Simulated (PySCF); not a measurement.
Isomers of C3H12OSi4.

All values: PBE0/pcSseg-1 (PySCF) at GFN2-xTB geometries, gas phase, one conformer each.

**Question.** Rank by LUMO energy, highest first.
A. `[CH2:1]=[C:2]([CH:3]=[O:4])[Si@@H:5]([SiH3:6])[SiH2:7][SiH3:8]` with C1–C2–C3–O4 170°, C1–C2–Si5–Si6 110°, C2–Si5–Si7–Si8 -79°
B. `[SiH3:1][O:2][C:3]1=[CH:4][SiH2:5][C:6]1([SiH3:7])[SiH3:8]` with Si1–O2–C3–C4 0°
C. `[CH3:1][C:2](=[O:3])[Si@@H:4]1[CH2:5][SiH2:6][SiH2:7][SiH2:8]1` with C1–C2–Si4–C5 -128°, C2–Si4–C5–Si6 -56°, Si4–C5–Si6–Si7 -35°, C5–Si6–Si7–Si8 8°, Si6–Si7–Si8–Si4 15°
D. `[CH2:1]=[C:2]1[SiH2:3][CH2:4][SiH2:5][O:6][SiH2:7][SiH2:8]1` with C1–C2–Si3–C4 -95°, C2–Si3–C4–Si5 -72°, Si3–C4–Si5–O6 59°, C4–Si5–O6–Si7 -60°

**Answer.** B (-0.02 eV), D (-1.03 eV), C (-1.33 eV), A (-2.30 eV).

**Question.** Rank by HOMO–LUMO gap, lowest first.
A. `[CH2:1]=[C:2]([CH:3]=[O:4])[Si@@H:5]([SiH3:6])[SiH2:7][SiH3:8]` with C1–C2–C3–O4 170°, C1–C2–Si5–Si6 110°, C2–Si5–Si7–Si8 -79°
B. `[CH2:1]=[C:2]1[SiH2:3][CH2:4][SiH2:5][O:6][SiH2:7][SiH2:8]1` with C1–C2–Si3–C4 -95°, C2–Si3–C4–Si5 -72°, Si3–C4–Si5–O6 59°, C4–Si5–O6–Si7 -60°
C. `[SiH3:1][O:2][C:3]1=[CH:4][SiH2:5][C:6]1([SiH3:7])[SiH3:8]` with Si1–O2–C3–C4 0°

**Answer.** A (5.47 eV), B (6.64 eV), C (6.83 eV).

**Question.** Rank by the lowest Hirshfeld charge on any atom, highest value first.
A. `[SiH3:1][O:2][C:3]1=[CH:4][SiH2:5][C:6]1([SiH3:7])[SiH3:8]` with Si1–O2–C3–C4 0°
B. `[CH2:1]=[C:2]1[SiH2:3][CH2:4][SiH2:5][O:6][SiH2:7][SiH2:8]1` with C1–C2–Si3–C4 -95°, C2–Si3–C4–Si5 -72°, Si3–C4–Si5–O6 59°, C4–Si5–O6–Si7 -60°
C. `[CH2:1]=[C:2]([CH:3]=[O:4])[Si@@H:5]([SiH3:6])[SiH2:7][SiH3:8]` with C1–C2–C3–O4 170°, C1–C2–Si5–Si6 110°, C2–Si5–Si7–Si8 -79°
D. `[CH3:1][C:2](=[O:3])[Si@@H:4]1[CH2:5][SiH2:6][SiH2:7][SiH2:8]1` with C1–C2–Si4–C5 -128°, C2–Si4–C5–Si6 -56°, Si4–C5–Si6–Si7 -35°, C5–Si6–Si7–Si8 8°, Si6–Si7–Si8–Si4 15°

**Answer.** C (-0.173 e), A (-0.236 e), D (-0.247 e), B (-0.304 e).

All values together:

```json
{"SMILES": "C=C1[SiH2]C[SiH2]O[SiH2][SiH2]1", "μ (D)": "1.17", "HOMO (eV)": "-7.67", "LUMO (eV)": "-1.03", "lowest IAO charge (e)": "-0.887 (O)", "highest IAO charge (e)": "+1.020 (Si)", "lowest Hirshfeld charge (e)": "-0.304 (O)", "highest Hirshfeld charge (e)": "+0.402 (Si)"}
{"SMILES": "CC(=O)[Si@@H]1C[SiH2][SiH2][SiH2]1", "μ (D)": "2.62", "HOMO (eV)": "-6.84", "LUMO (eV)": "-1.33", "lowest IAO charge (e)": "-0.789 (C)", "highest IAO charge (e)": "+0.529 (Si)", "lowest Hirshfeld charge (e)": "-0.247 (C)", "highest Hirshfeld charge (e)": "+0.244 (Si)"}
{"SMILES": "[SiH3]OC1=C[SiH2]C1([SiH3])[SiH3]", "μ (D)": "1.32", "HOMO (eV)": "-6.85", "LUMO (eV)": "-0.02", "lowest IAO charge (e)": "-0.753 (C)", "highest IAO charge (e)": "+0.873 (Si)", "lowest Hirshfeld charge (e)": "-0.236 (C)", "highest Hirshfeld charge (e)": "+0.401 (Si)"}
{"SMILES": "C=C(C=O)[Si@@H]([SiH3])[SiH2][SiH3]", "μ (D)": "3.41", "HOMO (eV)": "-7.77", "LUMO (eV)": "-2.30", "lowest IAO charge (e)": "-0.405 (O)", "highest IAO charge (e)": "+0.325 (Si)", "lowest Hirshfeld charge (e)": "-0.173 (O)", "highest Hirshfeld charge (e)": "+0.206 (Si)"}
```

Conformers: `[CH2:1]=[C:2]1[SiH2:3][CH2:4][SiH2:5][O:6][SiH2:7][SiH2:8]1` with C1–C2–Si3–C4 -95°, C2–Si3–C4–Si5 -72°, Si3–C4–Si5–O6 59°, C4–Si5–O6–Si7 -60°; `[CH3:1][C:2](=[O:3])[Si@@H:4]1[CH2:5][SiH2:6][SiH2:7][SiH2:8]1` with C1–C2–Si4–C5 -128°, C2–Si4–C5–Si6 -56°, Si4–C5–Si6–Si7 -35°, C5–Si6–Si7–Si8 8°, Si6–Si7–Si8–Si4 15°; `[SiH3:1][O:2][C:3]1=[CH:4][SiH2:5][C:6]1([SiH3:7])[SiH3:8]` with Si1–O2–C3–C4 0°; `[CH2:1]=[C:2]([CH:3]=[O:4])[Si@@H:5]([SiH3:6])[SiH2:7][SiH3:8]` with C1–C2–C3–O4 170°, C1–C2–Si5–Si6 110°, C2–Si5–Si7–Si8 -79°.
